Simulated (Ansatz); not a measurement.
Relaxation of BrClH4Si (7 atoms, charge 0, multiplicity 1), to a largest force component of 0.03 eV/Å in at most 50 steps.

Method: RKS PBE-D4/def2-SVP in Ansatz 0.2.0.

```xyz
7
Properties=species:S:1:pos:R:3
Si -0.053 -0.197 -0.086
H 0.009 -0.200 1.391
Cl 1.861 -0.380 -0.870
H -0.715 1.070 -0.523
H -0.866 -1.384 -0.513
Br 1.466 2.583 1.445
H 0.818 1.353 2.027
```

Where does it end, and by what steps?

The forces met the threshold. After 20 steps the energy has fallen by 0.244 eV; H7 moved furthest, 1.29 Å.

```json
{"step": "0", "energy less start (eV)": "0.0000", "largest force component (eV/Å)": "1.117", "accepted": "yes"}
{"step": "1", "energy less start (eV)": "-0.0999", "largest force component (eV/Å)": "0.288", "accepted": "yes"}
{"step": "2", "energy less start (eV)": "-0.1072", "largest force component (eV/Å)": "0.031", "accepted": "yes"}
{"step": "3", "energy less start (eV)": "-0.1077", "largest force component (eV/Å)": "0.160", "accepted": "yes"}
{"step": "4", "energy less start (eV)": "-0.1109", "largest force component (eV/Å)": "0.071", "accepted": "yes"}
{"step": "5", "energy less start (eV)": "-0.1105", "largest force component (eV/Å)": "0.461", "accepted": "no"}
{"step": "6", "energy less start (eV)": "-0.1145", "largest force component (eV/Å)": "0.033", "accepted": "yes"}
{"step": "7", "energy less start (eV)": "-0.1164", "largest force component (eV/Å)": "0.173", "accepted": "yes"}
{"step": "8", "energy less start (eV)": "-0.1180", "largest force component (eV/Å)": "0.245", "accepted": "yes"}
{"step": "9", "energy less start (eV)": "-0.1260", "largest force component (eV/Å)": "0.050", "accepted": "yes"}
{"step": "10", "energy less start (eV)": "-0.1301", "largest force component (eV/Å)": "0.314", "accepted": "yes"}
{"step": "11", "energy less start (eV)": "-0.1314", "largest force component (eV/Å)": "0.638", "accepted": "yes"}
{"step": "12", "energy less start (eV)": "-0.1598", "largest force component (eV/Å)": "0.092", "accepted": "yes"}
{"step": "13", "energy less start (eV)": "-0.1814", "largest force component (eV/Å)": "0.112", "accepted": "yes"}
{"step": "14", "energy less start (eV)": "-0.1793", "largest force component (eV/Å)": "0.809", "accepted": "no"}
{"step": "15", "energy less start (eV)": "-0.1931", "largest force component (eV/Å)": "0.153", "accepted": "yes"}
{"step": "16", "energy less start (eV)": "-0.2053", "largest force component (eV/Å)": "0.207", "accepted": "yes"}
{"step": "17", "energy less start (eV)": "-0.2211", "largest force component (eV/Å)": "0.296", "accepted": "yes"}
{"step": "18", "energy less start (eV)": "-0.2267", "largest force component (eV/Å)": "0.530", "accepted": "yes"}
{"step": "19", "energy less start (eV)": "-0.2402", "largest force component (eV/Å)": "0.165", "accepted": "yes"}
{"step": "20", "energy less start (eV)": "-0.2443", "largest force component (eV/Å)": "0.025", "accepted": "yes"}
```

```xyz
7
Properties=species:S:1:pos:R:3
Si -0.247 -0.285 -0.072
H -0.666 -0.363 1.363
Cl 1.856 -0.307 -0.147
H -0.728 0.979 -0.716
H -0.724 -1.484 -0.833
Br 1.212 2.683 2.026
H 1.817 1.622 1.251
```

Whether the end is a true minimum wasn't checked by a vibrational analysis.

The run took 19 s on 2 threads of Intel(R) Xeon(R) Platinum 8488C (Sapphire Rapids) (shared host), peak memory 0.14 GiB.
